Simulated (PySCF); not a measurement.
# F (fluorine, neutral) across methods

[He] 2s1 2p6, 2S determinant (an excited configuration). All numbers are calculated (PySCF 2.14, scalar relativity by spin-free X2C-1e, in ANO-RCC-VTZP).

| method | E (hartree) | mean ε 2s α (eV) | mean ε 2p α (eV) | mean ε 2p β (eV) | Σ⟨r²⟩ (bohr²) | ⟨S²⟩ |
| --- | --- | --- | --- | --- | --- | --- |
| LDA | -98.5232 | -31.073 | -12.540 | -10.865 | 11.27 | 0.754 |
| r2SCAN | -99.0584 | -33.360 | -13.169 | -10.876 | 10.99 | 0.758 |
| revPBE | -99.1255 | -31.430 | -12.352 | -10.584 | 11.17 | 0.754 |
| UHF | -98.62151 | -47.186 | -22.360 | -16.255 | 10.95 | 0.777 |
| LC-wPBE | -99.0895 | -37.359 | -17.647 | -15.568 | 11.07 | 0.754 |
| PBE | -99.0645 | -31.390 | -12.406 | -10.648 | 11.20 | 0.754 |
| wB97X | -99.1049 | -37.769 | -17.478 | -15.011 | 11.04 | 0.756 |
| PBE0 | -99.0243 | -35.454 | -14.992 | -12.337 | 11.04 | 0.757 |

(1) Estimate the same row for wB97M-V.

## Answers

(1) E (hartree) = -99.0854; mean ε 2s α (eV) = -37.948; mean ε 2p α (eV) = -17.455; mean ε 2p β (eV) = -15.080; Σ⟨r²⟩ (bohr²) = 11.13; ⟨S²⟩ = 0.755.
